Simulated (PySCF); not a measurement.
C7H7N.
Structure used (PBE0-D3(BJ)/def2-SVP), in Å, numbered top down from 1:
```
atom  x, y, z in Å
C1    -2.9855   -0.7403   -0.0113
C2    -1.6664   -0.8911   -0.2114
C3    -0.6718    0.0610    0.2262
C4     0.6596   -0.0852    0.0289
C5     1.6305    0.8776    0.4743
C6     2.9714    0.7786    0.3049
C7     3.5895   -0.3216   -0.3510
N8     4.0960   -1.2196   -0.8854
H9    -3.7058   -1.4845   -0.3581
H10   -3.3836    0.1369    0.5084
H11   -1.2977   -1.7806   -0.7352
H12   -1.0355    0.9537    0.7504
H13    1.0323   -0.9738   -0.4935
H14    1.2519    1.7641    0.9936
H15    3.6377    1.5608    0.6767
```

Level: CAM-B3LYP/def2-SVPD in PySCF, non-relativistic, on one gas-phase PBE0-D3(BJ)/def2-SVP geometry that isn't relaxed in the solvent. The solvent is an IEF-PCM continuum (van der Waals radii × 1.2), and excitations are vertical TDDFT with non-equilibrium linear response and a frozen core. The model holds no explicit solvent molecules, cavitation or dispersion.

```tsv
run	E − E(gas) (kcal/mol)	HOMO (eV)	HOMO–LUMO gap (eV)	dipole (D)	lowest singlet (eV)	static polarisability (au)
gas	0.00	-7.94	6.49	4.73	4.43	112.5
P	-5.54	-7.78	6.47	5.98	4.14	146.4
Q	-3.47	-7.83	6.48	5.51	4.13	132.9
```

Q: The runs were made in benzene and chloroform. Which run belongs to which solvent?

A: P = chloroform, Q = benzene. The dielectric constants are 2.271 (benzene), 4.711 (chloroform), and the energy falls further as ε rises. The optical constants n² used for the excitations are 2.25, 2.09 in the same order. In this model the ground state sees the solvent through ε alone.

Q: How constant is the ratio of the lowering to (ε − 1)/(2ε + 1)?

A: 
| solvent | (ε − 1)/(2ε + 1) | E − E(gas) (kcal/mol) | ratio (kcal/mol) | polarisation term (kcal/mol) |
| --- | --- | --- | --- | --- |
| benzene | 0.229 | -3.47 | -15.1 | -3.84 |
| chloroform | 0.356 | -5.54 | -15.6 | -6.49 |

The ratio changes by +2.8 % in size from benzene to chloroform. The polarisation term is half the interaction of the solute with the induced surface charges.

The run took 40 s wall on Arm Neoverse V1, one thread, shared host. This is the whole response run at CAM-B3LYP/def2-SVPD in chloroform, SCF included.
